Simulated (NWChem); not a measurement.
AlH₂OCl; SMILES [OH][AlH][Cl]

```xyz
5

Al    -0.5793     0.6087     0.0000
H     -2.1439     0.6903     0.0000
Cl     0.4180    -1.2441     0.0000
O      0.3066     2.0498     0.0000
H      1.2591     2.1544     0.0000
```
Atoms are numbered in this order, from 1.

Computed with NWChem. Pople sets run with spherical d functions. Coordinates come from a PBE0/def2-SVP optimisation. Vzz is the largest principal value of the second derivative of the potential at the nucleus (NWChem prints the opposite sign); η is the asymmetry. Non-relativistic.

| level | Vzz Al1 (a.u.) | η Al1 | Vzz Cl3 (a.u.) | η Cl3 | Vzz O4 (a.u.) | η O4 | relative time |
|---|---|---|---|---|---|---|---|
| B3LYP/cc-pVTZ | 1.100 | 0.53 | 1.151 | 0.39 | 1.328 | 0.03 | 20 |
| B3LYP/6-31G* | 0.782 | 0.69 | 1.207 | 0.34 | 1.305 | 0.08 | 2 |
| Hartree-Fock/def2-SVP | 0.929 | 0.57 | 1.142 | 0.25 | 1.448 | 0.10 | 1 |
| Hartree-Fock/6-31G* | 0.879 | 0.59 | 1.145 | 0.33 | 1.384 | 0.12 | 1 |

Relative times are rough (shared machine, one core).
